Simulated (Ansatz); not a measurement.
Relaxation of C3H7GeN (12 atoms, charge 0, multiplicity 1), to a largest force component of 0.02 eV/Å in at most 50 steps.

Level of theory: Ansatz, RKS LDA/def2-SVP.

```xyz
12
Properties=species:S:1:pos:R:3
C -1.390 -1.088 2.094
C -0.591 -0.359 1.109
C 0.081 0.210 0.295
Ge 1.288 1.107 -0.955
N 0.946 0.350 -2.659
H -2.191 -1.642 1.545
H -0.786 -1.697 2.726
H -1.917 -0.276 2.709
H 0.855 2.620 -0.940
H 2.702 0.930 -0.522
H -0.086 0.445 -2.827
H 1.168 -0.655 -2.543
```

Problem. Where does it end, and by what steps?

Solution. The run converged. After 7 steps the energy has fallen by 0.345 eV; H11 moved furthest, 0.22 Å.

| step | energy less start (eV) | largest force component (eV/Å) | accepted |
| --- | --- | --- | --- |
| 0 | 0.0000 | 2.655 | yes |
| 1 | -0.2891 | 1.041 | yes |
| 2 | -0.3354 | 0.245 | yes |
| 3 | -0.3270 | 0.666 | no |
| 4 | -0.3428 | 0.060 | yes |
| 5 | -0.3442 | 0.088 | yes |
| 6 | -0.3452 | 0.023 | yes |
| 7 | -0.3453 | 0.002 | yes |

```xyz
12
Properties=species:S:1:pos:R:3
C -1.425 -1.040 2.135
C -0.592 -0.365 1.174
C 0.120 0.214 0.359
Ge 1.195 1.065 -0.943
N 0.988 0.405 -2.633
H -2.197 -1.667 1.637
H -0.829 -1.709 2.794
H -1.959 -0.317 2.791
H 0.816 2.559 -0.998
H 2.677 0.868 -0.565
H 0.035 0.518 -3.000
H 1.247 -0.586 -2.716
```

Whether the end is a true minimum wasn't checked by a vibrational analysis.

The run took 14 s on 2 threads of Arm Neoverse V1, with other jobs on the host, peak memory 0.16 GiB.
